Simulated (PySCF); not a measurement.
SMILES c1cccc(c1C(F)(F)F)C(C)C, GFN2-xTB optimised geometry.

```
24

C     -2.08    -1.94     1.33
C     -1.31    -1.82     0.00
C     -2.27    -1.85    -1.19
C     -0.49    -0.56     0.00
C     -1.13     0.68     0.01
C     -0.42     1.86     0.01
C      0.97     1.84     0.00
C      1.63     0.63     0.00
C      0.91    -0.56     0.00
C      1.68    -1.85     0.00
F      1.45    -2.61    -1.08
F      1.40    -2.63     1.07
F      3.01    -1.67     0.03
H     -1.38    -1.96     2.16
H     -2.65    -2.87     1.34
H     -2.76    -1.11     1.46
H     -0.67    -2.70    -0.08
H     -1.72    -1.74    -2.12
H     -2.80    -2.80    -1.21
H     -3.01    -1.06    -1.12
H     -2.21     0.71     0.02
H     -0.95     2.80     0.02
H      1.53     2.76     0.00
H      2.71     0.61     0.00
```

Density from B3LYP/def2-SVP (PySCF) at that geometry.

Minimum of the electron density along straight lines between bonded atoms, close to the bond critical point (lines longer than 1.1 times the sum of covalent radii, or with two minima, are not listed):

```
bond     length / Å  ρ at the minimum / e bohr⁻³  ∇²ρ there / e bohr⁻⁵  position (fraction from the first atom)
-------  ----------  ---------------------------  --------------------  ---------------------------------------
C1–C2         1.531                        0.242                 -0.55                                     0.50
C2–C3         1.531                        0.243                 -0.55                                     0.50
C2–C4         1.510                        0.254                   [?]                                     0.48
C4–C5         1.392                        0.311                 -0.79                                     0.50
C5–C6         1.381                        0.316                 -0.82                                     0.50
C6–C7         1.384                        0.315                 -0.82                                     0.50
C7–C8         1.381                        0.317                 -0.83                                     0.50
C4–C9         1.397                        0.305                 -0.75                                     0.49
C8–C9         1.391                        0.309                 -0.78                                     0.50
C9–C10        1.504                        0.269                   [?]                                     0.46
C10–F11       1.349                        0.271                 -0.27                                     0.34
C10–F12       1.348                        0.271                 -0.27                                     0.34
C10–F13       1.341                        0.275                   [?]                                     0.34
C1–H14        1.088                        0.278                 -1.03                                     0.63
C1–H15        1.087                        0.278                 -1.02                                     0.62
C1–H16        1.087                        0.278                 -1.02                                     0.62
C2–H17        1.091                        0.283                 -1.05                                     0.62
C3–H18        1.088                        0.278                 -1.03                                     0.63
C3–H19        1.087                        0.278                 -1.02                                     0.62
C3–H20        1.087                        0.278                 -1.01                                     0.62
C5–H21        1.079                        0.285                 -1.09                                     0.63
C6–H22        1.080                        0.285                 -1.09                                     0.63
C7–H23        1.079                        0.285                 -1.09                                     0.63
C8–H24        1.079                        0.287                 -1.12                                     0.64
```

Question: What belongs in the gaps?

Answer: 
- C2–C4, ∇²ρ there / e bohr⁻⁵: -0.60
- C9–C10, ∇²ρ there / e bohr⁻⁵: -0.70
- C10–F13, ∇²ρ there / e bohr⁻⁵: -0.22
